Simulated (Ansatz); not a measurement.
Isolated molecules relaxed with PBE0-D4/def2-TZVP in Ansatz; ΔE leaves out vibrations. CCSD(T)/CBS adds triple-zeta CCSD(T) − MP2 to the extrapolated MP2 energy (def2 sets, frozen cores). This one scheme is used for every species, atoms too. For atomizations the MP2-based limit and the directly extrapolated one differ by several kJ/mol either way, and by 10 to 25 for some Ge, Se and Sn compounds, so smaller differences from it don't rank the levels. Open shells (•) are unrestricted, without spin–orbit coupling. Spin–orbit coupling would lower the free atoms: a little for Al, B, C, F. One conformer a species, not always the lowest.

`CB(F)[CH2][AlH2]` → Al• + B• + 2 C• + F• + 7 H•  (atomization)

```
        level  ΔE (eV)
 HF/CBS(def2)    35.84
MP2/CBS(def2)    46.81
```

What does CCSD(T)/CBS give? (An estimate is asked.)

Ansatz gave: +46.16 eV. The listed levels differ from it by -10.32, 0.65 eV.

What do rigid-rotor, harmonic-oscillator terms from PBE0-D4/def2-TZVP frequencies (298.15 K, 1 bar) make of the CCSD(T)/CBS value? (An estimate is asked.)

Computed: ΔZPE = -2.26 eV, ΔH = +44.43 eV, ΔS = 1226 J/(mol·K), ΔG = +40.64 eV. Open shells count their whole term as degenerate.

Largest T1 diagnostic among the species: 0.018.

Leaving LDA and LC-ωPBE aside and taking each functional with its dispersion term where it has one, the values, not all of them listed here, spread over 1.41 eV, from BHLYP-D4 to PBE-D4. LDA lies +5.43 eV from PBE without D4, its usual overbinding. The D4 term adds +0.35 eV with B3LYP and +0.18 eV with PBE0; it sums over pairs of atoms, weighted by their polarisabilities, and B3LYP, whose exchange is more repulsive, gets the larger term.

B3LYP here is the variant with VWN-RPA as its local correlation; programs differ in this.
